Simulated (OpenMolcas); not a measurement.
Fe2+ with its 6 nearest oxide ions at 2.246 Å, on the Ca site of CaO (a = 4.8105 Å, distance in the model lattice 2.405 Å). The rest of the host is ab initio model potentials to 7.6 Å, with orthogonalisation functions on the cations behind the ligands, and point charges beyond; the distance is set by hand and nothing relaxes. Ligand basis ANO-RCC-VDZP.
```
Fe    0.0000    0.0000    0.0000
O     2.2460    0.0000    0.0000
O     0.0000    2.2460    0.0000
O    -2.2460    0.0000    0.0000
O     0.0000   -2.2460    0.0000
O     0.0000    0.0000    2.2460
O     0.0000    0.0000   -2.2460
```

| Quantity | Value |
| --- | --- |
| Program | OpenMolcas 26.06 |
| Method | SS-CASPT2, IPEA 0.25 Eh, imaginary shift 0.1 Eh (closed shells correlated: 3s 3p and the ligand valence shells) |
| Basis | ANO-RCC-VDZP [5s4p2d1f] |
| Scalar Hamiltonian | DKH2, point nucleus |
| Active space | 6 electrons in 5 orbitals (3d) |
| State averaging | 2S+1 = 5 even, 5 roots; 2S+1 = 3 even, 45 roots; 2S+1 = 1 even, 50 roots |
| Spin-orbit coupling | state interaction with AMFI integrals over the reference wave functions |

Problem. What is the spin-free ground state (labels of O, the rotations of Oh)?

Solution. 5T2, 3-fold in its orbital part, 100 % from free-ion D terms; it has the highest spin that d6 allows.

Problem. Where is the first state of the same spin?

Solution. 5E at 9550 cm-1 above the ground state.

Problem. What are the lowest two levels with spin-orbit coupling?

Solution. A 3-fold level T2, then a 2-fold level E 190 cm-1 above it. Their leading multiplicities are 5 (100 %) and 5 (100 %).

Problem. What is χT at 300 K, and how does it compare with the textbook value?

Solution. The lowest level has 2S+1 = 5, for which the spin-only value is χT = S(S+1) / 2 = 3.000 cm3 K/mol (g = 2). The computed 4.061 at 300 K differs by +1.061, through orbital momentum, spin-orbit coupling and any other state in reach. With a threefold ground state the orbital momentum is unquenched, so the spin-only value is not expected to hold.

Roots that are degenerate in the reference are averaged as groups; the widest CASPT2 spread within a group is 430 cm-1 (the 3-fold group of multiplicity 3 near 12800 cm-1 above the lowest state of its run). Shifts and gaps below about the spread of the groups concerned are not significant. Over all roots computed the reference weight is 0.69 to 0.71; a low but even weight reflects the number of correlated electrons. An orbital triplet at a regular site is open to Jahn-Teller coupling, which can distort the site and quench the lowest spin-orbit gaps and is left out. A single d shell leaves out the double-shell effect, which counts most for late 3d ions, where the CASPT2 field can be off either way by tens of per cent. Ligand-to-metal charge-transfer states are missing. These CASPT2 states fit no ligand-field parameters well, so their order and spin gaps are uncertain. For late 3d ions with one d shell CASPT2 can put B and the spin-flip bands somewhat low as well as high. With one d shell and no ligand orbital active, 10Dq can be off by tens of per cent for divalent 3d ions, low with halides held by bare charges and at times high in hosts. Free-ion shares, where given, are those of the reference states; single-state CASPT2 does not remix them. No measured value stands beside these numbers; the geometry was set by hand and not optimised.
